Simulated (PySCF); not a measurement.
Bonds (- single, = double, # triple, : aromatic): C1-Si2, Si2-C3, C3-F4, C3=C5, C5-C6, C6-O7, O7-C8, C8-C5. C1 carries H9, H10, H11; Si2 carries H12, H13; C6 carries H14, H15; C8 carries H16, H17.

[PySCF 2.14.0 with density-fitted response routines: shieldings: GIAO PBE0/pcSseg-1; coordinates at the GFN2-xTB level; fast rotation and ring inversion assumed for equivalent nuclei; no relativistic terms; gas phase; single conformer]

Referencing at the same level of theory: ¹³C (σref 186.93) vs TMS.

Do the ¹³C shifts follow the atomic charges (in e)? Tabulate both.

## Answers


```csv
atoms,hybridisation,δ (ppm),σ para (ppm),Hirshfeld,IAO,Mulliken,ESP-fitted
C3,sp2,164.8,-232,-0.03,-0.01,+0.09,-0.19
C5,sp2,139.0,-206,-0.03,-0.06,-0.41,-0.05
C8,sp3,78.9,-140,+0.01,-0.05,+0.16,+0.18
C6,sp3,76.7,-141,+0.01,-0.05,+0.14,+0.20
C1,sp3,-6.2,-60,-0.21,-0.72,-0.62,-0.58
```

Correlation coefficients of δ with charge over these carbons: Hirshfeld +0.70, IAO +0.84, Mulliken +0.45, ESP-fitted +0.42; with the paramagnetic shielding -1.00. With so few points, grouped by hybridisation, these coefficients are fragile. Charge is one influence among several: hybridisation and low-lying excitations act through the paramagnetic term.

Shifts are as computed. Against solution values, carbons near 30 ppm lie about +3 ppm off and those near 130 ppm about +5 ppm. Of 1309 compounds with measured shifts, 239 miss one by over three times the rms of a fit or turn the order of signals round; such compounds aren't used in these exercises.
